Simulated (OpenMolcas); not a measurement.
An atom or ion with 48 electrons was computed by XMS-RASPT2, IPEA 0.25 Eh, imaginary shift 0.1 Eh with spin-orbit coupling (OpenMolcas, ANO-RCC-VTZP, DKH2). The lowest levels that the run gave, each within 12 % of the measured value where one is at hand:

```tsv
J	Parity	E (eV)	g
0	even	0.0000	
0	odd	3.602	
1	odd	3.660	1.501
2	odd	3.781	1.501
1	odd	5.496	1.001
```

Task: Which ion is it, and what are the configurations and terms?

Result: Cd (Z = 48, neutral; active space 2 electrons in 9 orbitals (RAS2 5s 5p; RAS3 5d, at most 2 electrons)). J, parity and g give the terms where levels are pure, and mixed ones are named by the computed weights; the size of the splittings, set against known spectra of the 48-electron sequence, gives the charge. In order, with the measured energies in eV (NIST Handbook of Basic Atomic Spectroscopic Data): 5s² ¹S₀, 5s 5p ³P°₀ (3.7337), 5s 5p ³P°₁ (3.8009), 5s 5p ³P°₂ (3.9460), 5s 5p ¹P°₁ (5.4172).

CASPT2 breaks the degeneracy within a term, and the mean is taken; among the terms shown or strongly mixed into the levels shown the widest spread is 85 cm-1 (5s 5p ¹P°). Active for correlation alone: 5d; no level in the range computed is led by a configuration that fills it, so any true level of that kind is missing. Computed and measured levels are paired by configuration, term and J; levels that our copy of the source lacks, or whose pairing is in doubt (as where it misses far off the trend of its configuration), stay unpaired and out of the deviations. Only configurations of the active space appear.

° marks odd parity.
